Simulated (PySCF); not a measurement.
# Reading the logs of faulty runs: CH5NSi2

These are calculations, not measurements. The program is PySCF 2.14.0, an open-source quantum chemistry code, run on an isolated molecule that a program drew, which may never have been made. The molecule is CH5NSi2 (charge 0, singlet), drawn as the SMILES string `N[SiH]=C[SiH]`.

Each row is a Hartree-Fock (HF) and frozen-core CCSD(T) single point in the cc-pV(D+d)Z basis, meant for a local HF minimum. Run 1 is clean. Each other run has one planted mistake out of seven kinds, and not every kind appears here: one electron removed, one electron added, multiplicity raised by two, geometry at a saddle point, minimal basis STO-3G, one bond length entered in bohr, all coordinates scaled. The reference is restricted for singlets and unrestricted otherwise, and also for a bond in bohr. Adding or removing an electron swaps singlet and doublet. Electrons count all cores. HOMO and LUMO are orbital energies over both spins, the gradient is its largest component, and the lowest frequency (negative if imaginary) is given only where the gradient is small. Bond lengths are over the 8 bonds as drawn. T1 is the CCSD diagnostic: over 0.02 (restricted) or 0.045 (unrestricted) a single reference is doubtful.

Geometry of the clean run:
```xyz
9
CH5NSi2, angstrom
N    -0.7513   -0.0962    2.2045
Si   -0.1680    0.0091    0.6418
C    -0.9299   -0.5218   -0.8009
Si   -2.5627   -1.3229   -0.8940
H    -1.6393   -0.4994    2.4326
H    -0.2438    0.2393    2.9984
H     1.1548    0.6552    0.7064
H    -0.3730   -0.3565   -1.7211
H    -2.8774   -1.3050    0.6107
```

| run | electrons | basis functions | <S^2> | HOMO (eV) | LUMO (eV) | gradient (hartree/bohr) | lowest frequency (cm^-1) | mean bond (Å) | longest bond (Å) | T1 | HF (hartree) | CCSD(T) (hartree) | mistake |
|---|---|---|---|---|---|---|---|---|---|---|---|---|---|
| 1 | 46 | 99 | 0.000 | -7.76 | 1.46 | 1.5e-05 | 148 | 1.4137 | 1.821 | 0.0156 | -673.04774 | -673.59820 | no fault |
| 2 | 46 | 99 | 2.070 | -6.02 | 0.83 | 3.8e-02 | - | 1.4137 | 1.821 | 0.0216 | -673.00373 | -673.53314 | multiplicity raised by two |
| 3 | 46 | 33 | 0.000 | -4.66 | 6.28 | 4.1e-02 | - | 1.4137 | 1.821 | 0.0172 | -665.12363 | -665.36148 | minimal basis STO-3G |
| 4 | 46 | 99 | 0.000 | -7.33 | 1.91 | 9.2e-02 | - | 1.2991 | 1.674 | 0.0133 | -672.97110 | -673.50721 | ? |
| 5 | 45 | 99 | 0.814 | -13.97 | -5.37 | 5.1e-02 | - | 1.4137 | 1.821 | 0.0235 | -672.80646 | -673.32888 | ? |

**Which mistake was planted in run 4, and what did it cost?**

The mean and the longest bond both change by the same factor, 0.919, and the gradient is no longer small. So the mistake is: all coordinates scaled. Subtracting run 1 and multiplying by 627.51 kcal/mol a hartree, the energy moved by 48.1 kcal/mol in HF and 57.1 kcal/mol in CCSD(T).

**Which mistake was planted in run 5, and what did it cost?**

It counts 45 electrons, one fewer than the clean run, at the same geometry and basis. So the mistake is: one electron removed. Subtracting run 1 and multiplying by 627.51 kcal/mol a hartree, the energy moved by 151.4 kcal/mol in HF and 169.0 kcal/mol in CCSD(T).

